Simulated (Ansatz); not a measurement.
Total energies of the cluster Al₂Cl₆ from Ansatz at PBE0-D4/def2-SVP, gas phase (1 Eh = 27.2114 eV = 2625.5 kJ/mol). The reference geometry is relaxed at r2SCAN-D4/def2-SVP.

```
atom    x (Å)    y (Å)    z (Å)
 Al1  -1.3122  -0.7922  -0.4844
 Al2   1.3138   0.7948   0.4765
 Cl3  -0.8909   1.3459   0.2099
 Cl4   0.9087  -1.3142  -0.3109
 Cl5   2.4732   1.8547  -0.8968
 Cl6  -2.3893  -1.8038   0.9889
 Cl7  -1.8773  -0.7884  -2.4929
 Cl8   1.7741   0.7032   2.5096
```

```json
{"state": "charge 0 singlet", "geometry": "reference", "energy (Eh)": "-3244.40106"}
{"state": "charge -1 doublet", "geometry": "reference", "energy (Eh)": "-3244.37916"}
{"state": "free Al atom (doublet)", "geometry": "–", "energy (Eh)": "-242.16443"}
{"state": "free Cl atom (doublet)", "geometry": "–", "energy (Eh)": "-459.83853"}
```

Q: Work out the vertical electron affinity, to the doublet.

A: E(charge 0 singlet) − E(charge -1 doublet) = -3244.40106 − (-3244.37916) = -0.02190 Eh = -0.60 eV; negative, so the extra electron isn't bound. The basis lacks diffuse functions, which makes affinities too small.

Q: What is the binding energy per atom against free atoms?

A: Atoms: 2 × (-242.16443) + 6 × (-459.83853) = -3243.36004 Eh. Binding: -3243.36004 − (-3244.40106) = 1.04102 Eh = 28.33 eV, or 3.54 eV for each of 8 atoms (no zero-point energy, no counterpoise term).

At PBE0-D4/def2-SVP the highest occupied level of the charge -1 doublet lies above zero (up to 2.12 eV). By energy differences it is unbound by 0.60 eV (vertical, to the charge 0 singlet, at PBE0-D4/def2-SVP) and held by the finite basis. 

The structure comes from a short search, and lower isomers may exist.
